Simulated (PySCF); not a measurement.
Delta-SCF ions had no search for a lower state. Excitations are Tamm–Dancoff values on a coarser integration grid. The basis has no diffuse functions, so Rydberg states are missing or too high.

Z-matrix (Å, degrees):
```
C
N 1 1.2702
H 2 1.0303 1 112.87
H 1 1.0981 2 119.32 3 -180.00
S 1 1.7814 4 113.99 2 180.00
H 5 1.3535 1 96.38 4 0.00
```
Charge 0, multiplicity 1.

Question: What is the computed LUMO, S1 excitation (TDA), S1–T1 gap (TDA), brightest of the four lowest singlets (TDA) and vertical ionisation energy (Delta-SCF) (PBE-D3(BJ)/def2-TZVP (PySCF))?

Answer: 
```yaml
LUMO: -1.53 eV
S1 excitation (TDA): 5.28 eV
S1–T1 gap (TDA): 1.02 eV
brightest of the four lowest singlets (TDA): 5.91 eV
vertical ionisation energy (Delta-SCF): 9.78 eV
```
